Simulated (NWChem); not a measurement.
System: C$_{2}$H$_{6}$MgS; SMILES [CH3][Mg][S]C

```xyz
10

Mg     0.1532    -0.9795    -0.0025
C     -0.2246    -3.0330     0.0017
H      0.7113    -3.6150     0.0576
H     -0.7531    -3.3570    -0.9109
H     -0.8451    -3.3352     0.8624
S      0.6442     1.2885     0.0007
C     -0.9908     2.1156     0.0000
H     -1.5775     1.8797    -0.8995
H     -0.8053     3.1987     0.0055
H     -1.5829     1.8715     0.8937
```
Atoms are numbered in this order, from 1.

Computed with NWChem. The geometry was optimised at PBE0/def2-SVP. B3LYP is NWChem's, with the RPA form of VWN correlation.

### Question
What does the run give for B3LYP/aug-pcseg-1? Quantities: highest occupied level (eV); orbital gap (eV); dipole (D).

### Answer
```yaml
highest occupied level (eV): -6.12
orbital gap (eV): 4.89
dipole (D): 1.71
```
